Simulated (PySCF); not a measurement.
Te(Cl)(OSiH3) (ClH₃OSiTe), SMILES Cl[Te]O[SiH3]. Coordinates come from a B3LYP-D3(BJ)/def2-SVP optimisation. The structure was generated by enumeration, and PubChem lists no compound with its InChIKey, so it may never have been made. The def2 effective core potentials stand for the cores of Te; spin–orbit coupling is left out. Other conformers were not sampled.

Computed equilibrium geometry at B3LYP-D3(BJ)/def2-SVP (PySCF confirms it by a frequency run) as bond lengths and angles (one conformer of several):
Atoms: Te1 Cl2 O3 Si4 H5 H6 H7. Bonded distances (Å): Te1–Cl2 2.394, Te1–O3 1.988, O3–Si4 1.686, Si4–H5 1.492, Si4–H6 1.487, Si4–H7 1.489. Angles (°): Cl2–Te1–O3 99.3, Te1–O3–Si4 125.9, O3–Si4–H5 110.5, O3–Si4–H6 106.0, O3–Si4–H7 110.7, H5–Si4–H6 110.4, H5–Si4–H7 109.2, H6–Si4–H7 110.0.
Charge 0, spin multiplicity 1.
